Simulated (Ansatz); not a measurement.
Consider the cleavage of the Si–Al bond: `C[SiH](C)[AlH2]` + `Cl[SiH2][NH][GeH3]` → `C[SiH](C)[N]([GeH3])[SiH2]Cl` + `[AlH3]`.

Isolated molecules relaxed with PBE0-D4/def2-TZVP in Ansatz; ΔE leaves out vibrations. CCSD(T)/CBS is the MP2 limit (def2-TZVPP, def2-QZVPP) plus CCSD(T) − MP2 in def2-TZVPP, frozen cores. This one scheme is used for every species. Functionals use def2-TZVPP. B3LYP here is the variant with VWN-RPA as its local correlation; programs differ in this. HSE06 is defined as in plane-wave codes. For Ge outer-core shells are correlated without core-valence functions, which leaves a few kJ/mol of doubt a bond. Scalar relativity is left out up to krypton. Each species was taken in one conformer, which may not be the lowest.

```
             level  ΔE (kJ/mol)  difference from CCSD(T)/CBS
       LDA (SPW92)        -62.2                         17.8
            PBE-D4        -58.0                         22.0
           BLYP-D4        -76.3                          3.7
         r2SCAN-D4        -72.2                          7.8
            B97M-V        -84.7                         -4.7
          B3LYP-D4        -79.1                          0.9
        r2SCANh-D4        -73.4                          6.6
        r2SCAN0-D4        -75.1                          4.9
          HSE06-D4        -64.2                         15.8
          BHLYP-D4        -87.3                         -7.3
      CAM-B3LYP-D4        -81.4                         -1.4
           ωB97X-V        -76.3                          3.7
           ωB97M-V        -84.8                         -4.8
            B2PLYP        -70.1                          9.9
          PBE-QIDH        -72.1                          7.9
               PBE        -42.7                         37.3
            revPBE        -33.5                         46.5
              BLYP        -46.4                         33.6
            r2SCAN        -67.4                         12.6
              PBE0        -51.1                         28.9
             B3LYP        -55.2                         24.8
           r2SCANh        -68.2                         11.8
           r2SCAN0        -69.4                         10.6
             HSE06        -51.0                         29.0
             BHLYP        -67.1                         12.9
         CAM-B3LYP        -66.7                         13.3
           LC-ωPBE        -62.1                         17.9
RPA@PBE/def2-TZVPP        -80.4                         -0.4
       HF/def2-SVP        -69.5                         10.5
      MP2/def2-SVP        -86.8                         -6.8
     CCSD/def2-SVP        -75.9                          4.1
  CCSD(T)/def2-SVP        -77.9                          2.1
    MP2/def2-TZVPP        -91.1                        -11.1
SCS-MP2/def2-TZVPP        -86.8                         -6.8
CCSD(T)/def2-TZVPP        -79.9                          0.1
     HF/def2-QZVPP        -72.4                          7.6
    MP2/def2-QZVPP        -91.5                        -11.5
SCS-MP2/def2-QZVPP        -86.8                         -6.8
      HF/CBS(def2)        -72.5                          7.5
    CCSD/CBS(def2)        -78.0                          2.0
       CCSD(T)/CBS        -80.0                            0
```

Largest T1 diagnostic among the species: 0.011.

From PBE to PBE0 (25 % exact exchange), in def2-TZVPP and without D4, ΔE moves by −8.4 kJ/mol. In def2-TZVPP, CCSD(T) changes the Hartree–Fock value by −8.5 kJ/mol (the triples alone add −2.0 kJ/mol) and MP2 by −19.7 kJ/mol. The D4 term adds −23.9 kJ/mol with B3LYP and −13.8 kJ/mol with PBE0; it sums over pairs of atoms, weighted by their polarisabilities, and B3LYP, whose exchange is more repulsive, gets the larger term.
